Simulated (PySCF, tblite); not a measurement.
Isomers of C7H16N2. Computed values, GFN2-xTB/tblite, gas phase, harmonic and unscaled. Errors from tens to a few hundred cm⁻¹ against measured bands are possible. One conformer each.

Electronic energies: PBE0/pcSseg-1 single points on the GFN2-xTB geometries (PySCF, gas phase).

| SMILES | electronic energy, lowest = 0 (kcal/mol) |
| --- | --- |
| CC(C)[C@@H]1CCN(C)N1 | 0.9 |
| CC[C@H](C)/C(C)=N/NC | 0.3 |
| CCN/N=C\CC(C)C | 2.4 |
| CN/N=C(\C)C(C)(C)C | 0.0 |
| CCCNN(C)C1CC1 | 23.4 |

Question: How do GFN2-xTB zero-point energies change the relative energies?

Answer: 
```
              SMILES  ZPE (kcal/mol)  of it from modes above 1550 cm⁻¹  electronic (kcal/mol)  with ZPE, lowest = 0 (kcal/mol)  lowest mode (cm⁻¹)  rings
  CN/N=C(\C)C(C)(C)C           139.2                              71.8                    0.0                              0.0                  43      0
CC[C@H](C)/C(C)=N/NC           139.5                              71.5                    0.3                              0.6                  41      0
CC(C)[C@@H]1CCN(C)N1           141.9                              69.0                    0.9                              3.6                  52      1
      CCN/N=C\CC(C)C           140.1                              71.6                    2.4                              3.3                  35      0
       CCCNN(C)C1CC1           140.3                              69.0                   23.4                             24.5                  43      1
```

The zero-point energies span 2.7 kcal/mol, from `CN/N=C(\C)C(C)(C)C` to `CC(C)[C@@H]1CCN(C)N1`. The lowest isomer stays, but the order above it changes.

Question: And how do the electronic energies of GFN2-xTB itself compare?

Answer: `CN/N=C(\C)C(C)(C)C` 8.7; `CC[C@H](C)/C(C)=N/NC` 9.6; `CC(C)[C@@H]1CCN(C)N1` 0.0; `CCN/N=C\CC(C)C` 11.2; `CCCNN(C)C1CC1` 25.3 kcal/mol, lowest = 0. Against the energies above, taken from the same isomer `CN/N=C(\C)C(C)(C)C`, the largest difference is 9.6 kcal/mol.

Question: What do entropy and thermal enthalpy add at 298.15 K and 1 bar (rigid rotor, harmonic oscillator, one conformer each)?

Answer: 
| SMILES | point group | symmetry number | S (cal/(mol K)) | H − H(0) (kcal/mol) | ZPE + H − H(0) − TS (kcal/mol) |
| --- | --- | --- | --- | --- | --- |
| CN/N=C(\C)C(C)(C)C | C1 | 1 | 105.7 | 8.21 | 115.9 |
| CC[C@H](C)/C(C)=N/NC | C1 | 1 | 107.6 | 8.23 | 115.7 |
| CC(C)[C@@H]1CCN(C)N1 | C1 | 1 | 98.4 | 7.08 | 119.7 |
| CCN/N=C\CC(C)C | C1 | 1 | 107.1 | 7.92 | 116.1 |
| CCCNN(C)C1CC1 | C1 | 1 | 103.1 | 7.52 | 117.1 |
